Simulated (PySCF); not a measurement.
## Working out the excitation energy of Be

Be [He] 2s2 (1S) → Be [He] 2p2 (3P). Calculation: PySCF 2.14, in x2c-TZVPPall with one added diffuse shell of s type (6s3p1d, 20 functions); scalar relativity by spin-free X2C-1e. Frozen: nothing. Energies in hartree (1 hartree = 27.21139 eV):

```csv
part,Be (lower),Be (upper)
UHF,-14.575080,-14.337003
CCSD correlation,-0.076260,-0.039550
(T),-0.000283,-0.000030
```

Task: What does Hartree-Fock give?

Result: (-14.337003) − (-14.575080) = 0.238077 hartree = 6.478 eV.

Task: What do CCSD and CCSD(T) give?

Result: The CCSD correlation energies differ by 0.036710 hartree = 0.999 eV and the triples by 0.000253 hartree = 0.007 eV, so CCSD gives 7.477 eV and CCSD(T) 7.484 eV.

Measured between the centres of the two terms (NIST): 7.401 eV, so CCSD(T) (valence and next inner shell) is off by 0.083 eV.

What remains against the reference includes basis incompleteness and higher excitations.
